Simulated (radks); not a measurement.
Problem. Sb+, 50 electrons, occupied as [Kr] 4d8 5s2 5p2 6p2 (not the ground configuration). All-electron calculation, Dirac Kohn-Sham, PBEsol, spin-unpolarised, spherical densities, finite nucleus; open shells fill j = l - 1/2 first; Fermi nuclear charge, rms radius 4.6802 fm. Program: a radial shooting solver on a logarithmic mesh with Libxc functionals. Some entries of the table are withheld. Estimate them.

orbital,occ.,eigenvalue (eV),<r^2> (bohr^2)
1s1/2,2,-30303.65,0.001095
2s1/2,2,-4641.878,0.01768
2p1/2,2,-4345.773,0.01312
2p3/2,4,-4094.182,0.01441
3s1/2,2,-938.8374,0.1249
3p1/2,2,-817.8051,(1)
3p3/2,4,-771.3376,(2)
3d3/2,4,(3),0.1091
3d5/2,6,(4),0.1115
4s1/2,2,-181.9548,0.6925
4p1/2,2,-140.5486,(5)
4p3/2,4,-131.6270,(6)
4d3/2,4,-65.2819,1.103
4d5/2,4,-63.9041,1.127
5s1/2,2,-33.2319,4.136
5p1/2,2,-22.9842,5.371
5p3/2,0,-21.7613,5.729
5d3/2,0,-8.7569,12.98
5d5/2,0,-8.6454,13.25
6s1/2,0,-8.5616,23.55
6p1/2,2,-6.2520,31.73
6p3/2,0,-6.0502,33.12

Solution. 
(1) 3p1/2 <r^2> (bohr^2): 0.1197
(2) 3p3/2 <r^2> (bohr^2): 0.1280
(3) 3d3/2 eigenvalue (eV): -557.5004
(4) 3d5/2 eigenvalue (eV): -547.8324
(5) 4p1/2 <r^2> (bohr^2): 0.7663
(6) 4p3/2 <r^2> (bohr^2): 0.8179
